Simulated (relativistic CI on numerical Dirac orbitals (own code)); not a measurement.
**Bi²⁶⁺: computed level list**

Calculated at this level of theory: Dirac-Coulomb-Breit CI, orbitals from a KLI potential per configuration, a model potential for QED, unscaled Slater integrals (own radial code, finite nucleus).

Configurations in the expansion (outside the closed core [Ar] 3d10): 4s2 4p6 4d10 4f11, 4s2 4p6 4d10 4f10 5s, 4s2 4p6 4d10 4f9 5s2, 4s2 4p6 4d9 4f12, 4s2 4p6 4d10 4f10 5p, 4s2 4p6 4d10 4f9 5s 5p, 4s2 4p6 4d8 4f13, 4s2 4p6 4d10 4f9 5p2, 4s2 4p6 4d10 4f10 5d, 4s2 4p5 4d10 4f12, 4s2 4p6 4d9 4f10 5s2, 4s2 4p6 4d9 4f11 5s, 4s2 4p6 4d10 4f10 6s, 4s 4p6 4d10 4f12, 4s2 4p4 4d10 4f13, 4s2 4p5 4d9 4f13, 4p6 4d10 4f13, 4s 4p6 4d9 4f13, 4s 4p6 4d10 4f11 5s, 4s 4p5 4d10 4f13. Levels of other configurations are missing.

The lowest level is 4s2 4p6 4d10 4f11 4I°_15/2, with 90 % of that term; Hund's rules for 4s2 4p6 4d10 4f11 give 4I° with J = 15/2, in agreement.

```
No.      Configuration  Term     J   E (eV)    %     jj configuration (%)
  1  4s2 4p6 4d10 4f11   4I°  15/2    0.000   90             4f7/2^5 (87)
  2  4s2 4p6 4d10 4f11   2G°   9/2    3.662   42             4f7/2^5 (97)
  3  4s2 4p6 4d10 4f11   2H°  11/2    4.396   55             4f7/2^5 (78)
  4  4s2 4p6 4d10 4f11   4I°  13/2    5.072   97     4f5/2^5 4f7/2^6 (95)
  5  4s2 4p6 4d10 4f11   2P°   3/2    5.597   36             4f7/2^5 (94)
  6  4s2 4p6 4d10 4f11   4I°   9/2    8.067   34     4f5/2^5 4f7/2^6 (91)
  7  4s2 4p6 4d10 4f11   2D°   5/2    8.716   48             4f7/2^5 (63)
  8  4s2 4p6 4d10 4f11   4G°  11/2    9.024   48     4f5/2^5 4f7/2^6 (61)
  9  4s2 4p6 4d10 4f11   4F°   7/2    9.345   83     4f5/2^5 4f7/2^6 (88)
 10  4s2 4p6 4d10 4f11   4S°   3/2    9.877   46     4f5/2^5 4f7/2^6 (95)
 11  4s2 4p6 4d10 4f11   2G°   7/2   10.676   35             4f7/2^5 (60)
 12  4s2 4p6 4d10 4f11   2K°  15/2   10.832   78     4f5/2^5 4f7/2^6 (80)
 13  4s2 4p6 4d10 4f11   4G°   9/2   11.312   57     4f5/2^5 4f7/2^6 (87)
 14  4s2 4p6 4d10 4f11   2H°  11/2   12.542   50     4f5/2^4 4f7/2^7 (72)
 15  4s2 4p6 4d10 4f11   2P°   1/2   12.903   87     4f5/2^5 4f7/2^6 (96)
 16  4s2 4p6 4d10 4f11   2D°   5/2   12.953   43     4f5/2^5 4f7/2^6 (64)
 17  4s2 4p6 4d10 4f11   2K°  13/2   13.591   59     4f5/2^5 4f7/2^6 (86)
 18  4s2 4p6 4d10 4f11   4I°   9/2   13.801   40     4f5/2^4 4f7/2^7 (74)
 19  4s2 4p6 4d10 4f11   4F°   3/2   14.092   34     4f5/2^5 4f7/2^6 (61)
 20  4s2 4p6 4d10 4f11   4G°   5/2   14.561   46     4f5/2^5 4f7/2^6 (85)
 21  4s2 4p6 4d10 4f11   4D°   7/2   14.945   74     4f5/2^5 4f7/2^6 (70)
 22  4s2 4p6 4d10 4f11   2I°  11/2   15.076   56     4f5/2^5 4f7/2^6 (90)
 23  4s2 4p6 4d10 4f11   2L°  17/2   15.618  100    4f5/2^5 4f7/2^6 (100)
 24  4s2 4p6 4d10 4f11   4G°   7/2   16.563   50     4f5/2^4 4f7/2^7 (90)
 25  4s2 4p6 4d10 4f11   2D°   5/2   16.785   45     4f5/2^4 4f7/2^7 (90)
 26  4s2 4p6 4d10 4f11   4D°   3/2   17.689   36     4f5/2^4 4f7/2^7 (64)
 27  4s2 4p6 4d10 4f11   2H°   9/2   18.101   80     4f5/2^5 4f7/2^6 (72)
 28  4s2 4p6 4d10 4f11   2I°  13/2   18.301   60     4f5/2^4 4f7/2^7 (81)
 29  4s2 4p6 4d10 4f11   2D°   3/2   19.711   41     4f5/2^4 4f7/2^7 (81)
 30  4s2 4p6 4d10 4f11   2H°   9/2   19.944   52     4f5/2^3 4f7/2^8 (81)
 31  4s2 4p6 4d10 4f11   2L°  15/2   20.573   87     4f5/2^4 4f7/2^7 (92)
 32  4s2 4p6 4d10 4f11   4D°   5/2   20.841   46     4f5/2^4 4f7/2^7 (88)
 33  4s2 4p6 4d10 4f11   4D°   1/2   20.995   87     4f5/2^4 4f7/2^7 (96)
 34  4s2 4p6 4d10 4f11   2F°   7/2   21.450   63     4f5/2^4 4f7/2^7 (80)
 35  4s2 4p6 4d10 4f11   2H°  11/2   21.672   55     4f5/2^4 4f7/2^7 (97)
 36  4s2 4p6 4d10 4f11   2G°   7/2   23.443   86     4f5/2^5 4f7/2^6 (84)
 37  4s2 4p6 4d10 4f11   2D°   3/2   25.720   62     4f5/2^3 4f7/2^8 (82)
 38  4s2 4p6 4d10 4f11   2F°   5/2   26.866   70     4f5/2^3 4f7/2^8 (52)
 39  4s2 4p6 4d10 4f11   2G°   9/2   27.033   87     4f5/2^4 4f7/2^7 (77)
 40  4s2 4p6 4d10 4f11   2F°   5/2   32.667   92     4f5/2^5 4f7/2^6 (57)
 41  4s2 4p6 4d10 4f11   2F°   7/2   35.459   92     4f5/2^4 4f7/2^7 (88)
 42        4f10(5I) 5s    6I  17/2   91.895   78          4f7/2^4 5s (79)
 43        4f10(5I) 5s    4I  15/2   94.007   38          4f7/2^4 5s (75)
 44        4f10(3G) 5s    4G  11/2   97.301   40          4f7/2^4 5s (83)
 45        4f10(5I) 5s    6I  15/2   97.563   54  4f5/2^5 4f7/2^5 5s (77)
 46        4f10(5I) 5s    6I  13/2   97.676   69  4f5/2^5 4f7/2^5 5s (60)
 47        4f10(3G) 5s    2G   9/2   98.572   20          4f7/2^4 5s (80)
 48        4f10(3P) 5s    4P   5/2   98.697   27          4f7/2^4 5s (89)
 49        4f10(5I) 5s    6I  11/2   99.241   48  4f5/2^5 4f7/2^5 5s (41)
 50        4f10(1D) 5s    2D   3/2   99.488   28          4f7/2^4 5s (93)
 51        4f10(5I) 5s    4I  13/2   99.563   44  4f5/2^5 4f7/2^5 5s (54)
 52        4f10(5F) 5s    6F   9/2  100.389   49          4f7/2^4 5s (55)
 53        4f10(5I) 5s    6I   7/2  100.914   41  4f5/2^5 4f7/2^5 5s (38)
 54        4f10(3K) 5s    4K  17/2  101.060   42  4f5/2^5 4f7/2^5 5s (67)
 55        4f10(5I) 5s    6I   9/2  101.464   28          4f7/2^4 5s (43)
 56        4f10(5F) 5s    6F   7/2  101.711   51  4f5/2^5 4f7/2^5 5s (51)
 57        4f10(5F) 5s    6F  11/2  101.936   32  4f5/2^5 4f7/2^5 5s (67)
 58        4f10(5G) 5s    6G  13/2  102.091   56  4f5/2^5 4f7/2^5 5s (66)
 59        4f10(5I) 5s    4I  15/2  102.103   22  4f5/2^5 4f7/2^5 5s (79)
 60        4f10(5S) 5s    6S   5/2  102.200   44  4f5/2^5 4f7/2^5 5s (67)
 61        4f10(3F) 5s    4F   9/2  102.562   24  4f5/2^5 4f7/2^5 5s (45)
 62        4f10(3G) 5s    4G   9/2  103.190   18  4f5/2^5 4f7/2^5 5s (75)
 63        4f10(5F) 5s    6F   1/2  103.221   48  4f5/2^5 4f7/2^5 5s (89)
 64        4f10(5G) 5s    6G   7/2  103.278   20  4f5/2^5 4f7/2^5 5s (54)
 65        4f10(5G) 5s    6G  11/2  103.438   53  4f5/2^5 4f7/2^5 5s (72)
 66        4f10(3L) 5s    4L  19/2  103.776   84  4f5/2^5 4f7/2^5 5s (99)
 67        4f10(5F) 5s    6F   3/2  103.795   30  4f5/2^5 4f7/2^5 5s (61)
 68        4f10(5G) 5s    4G  11/2  104.018   42  4f5/2^5 4f7/2^5 5s (37)
 69        4f10(5F) 5s    4F   7/2  104.157   41  4f5/2^5 4f7/2^5 5s (79)
 70        4f10(5F) 5s    4F   5/2  104.361   31  4f5/2^5 4f7/2^5 5s (78)
```

Energies count from the lowest computed level; ° marks odd parity. Percentages are summed over parent terms; the parents shown are those of the largest component, closed shells are left out there. Filled j subshells are mostly left out of the jj labels.

The mean weight of the leading LS term, summed over parents, in these 70 levels is 53 %, and that of the leading jj configuration (from the same eigenvectors) 75 %, so jj coupling describes them better and the LS labels are nominal.

At this charge transitions that keep the count of f electrons are usually good to a few per cent. Terms inside the open d or f shell come out 10 to 20 % too wide with unscaled integrals. Levels that differ in their count of f electrons can be misplaced by several ten thousand cm⁻¹, since the correlation energy of f electrons is missing or only estimated; rates across such gaps can be off by orders of magnitude.

LS names give the leading component of a level, which can be under half, so a name can repeat, a term be missing and a line seem to break the LS rules.
